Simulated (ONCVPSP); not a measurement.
## Building the ONCV potential for Ag (PBE, fully relativistic).

| Item | Value |
| --- | --- |
| Element | silver |
| Generator | ONCVPSP 4.0.1 |
| Type | optimised norm-conserving Vanderbilt (ONCV) |
| Functional | PBE |
| Relativity | fully relativistic |
| Frozen core | [Ar] 3d10 |
| Valence charge | 19 |
| Reference configuration | 4s2 4p6 4d10 5s0.5 5p0.5 |
| Partial waves | 4s+5s: rc 1.40 bohr, ncon 4, nbas 8, qcut 10.3 1/bohr, 3 projectors, debl 2.6 Ha; 4p+5p: rc 1.95 bohr, ncon 3, nbas 6, qcut 8.4 1/bohr, 3 projectors, debl 3.4 Ha; 4d: rc 1.30 bohr, ncon 4, nbas 9, qcut 7.7 1/bohr, local |
| Local potential | the d channel |
| Core correction | Teter function fitted to the true core (icmod 2), fcfact 0.5 |

Open shells are filled in proportion to 2j + 1.

All-electron outer shells of the reference configuration (PBE, scalar-relativistic, ld1.x):

```
shell  level (eV)  outermost node (bohr)  outermost maximum (bohr)
   3p     -558.54                   0.15                      0.32
   3d     -359.52                      –                      0.27
   4s      -96.14                   0.44                      0.82
   4p      -59.66                   0.44                      0.88
   4d       -8.51                   0.43                      1.04
   5s       -5.15                   1.11                      2.46
   5p       -1.27                   1.25                      3.67
```

Task: Does the generator finish with these settings?

Result: Yes, a potential is produced.

Task: Estimate the cutoffs (Ha) at which the residual kinetic energy of the hardest occupied pseudo-wave falls to 1 and 0.1 mHa per electron.

Result: 35 Ha and 142 Ha.

Task: Does the potential have ghost states?

Result: No bound ghost flagged; GHOST(+) flagged for s at 541.1 eV.

Its largest configuration-test error is -0.1 meV (4s2 4p6 4d10 5s1 5p0). 2 of 4 tests not solved or not reliable.
